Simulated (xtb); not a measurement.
ClF2H3Si2, SMILES F[SiH]([SiH2]Cl)F. All values are semi-empirical tight-binding results from xtb (GFN2-xTB unless named), good for trends rather than for accurate numbers. The structure is a stationary point at GFN2-xTB. This is a generated structure with no PubChem entry under its InChIKey; it may be hypothetical. One conformer was computed; it need not be the lowest.

Optimised geometry:

```xyz
8

Si    -1.1728    -0.1769     0.3919
F     -1.9187    -1.5910     0.2799
F     -1.9338     0.6397    -0.7581
Si     1.0377    -0.5222    -0.1344
Cl     2.0776     1.2037    -0.0153
H     -1.6573     0.4085     1.6275
H      1.6502    -1.4589     0.8127
H      1.2514    -1.0632    -1.4809
```

* **orbital gap**: 4.50 eV
* **dipole moment**: 1.81 D
* **zero-point energy**: 19.9 kcal/mol
* **G − E(el) at 298.15 K (modified RRHO)**: -0.9 kcal/mol
* **static polarisability (D4 model)**: 75.7 bohr³
* **solvation energy, GFN2-xTB/ALPB(water)**: -0.5 kcal/mol
* **solvation energy, GFN2-xTB/ALPB(benzene)**: -2.2 kcal/mol

Computed atomic charges and the Wiberg bond orders between heavy atoms:
charges (e) Si1 0.55, F2 -0.28, F3 -0.27, Si4 0.43, Cl5 -0.26, H6 -0.05, H7 -0.08, H8 -0.05. Bond orders Si1–F2 1.11, Si1–F3 1.12, Si1–Si4 0.80, Si4–Cl5 1.13.
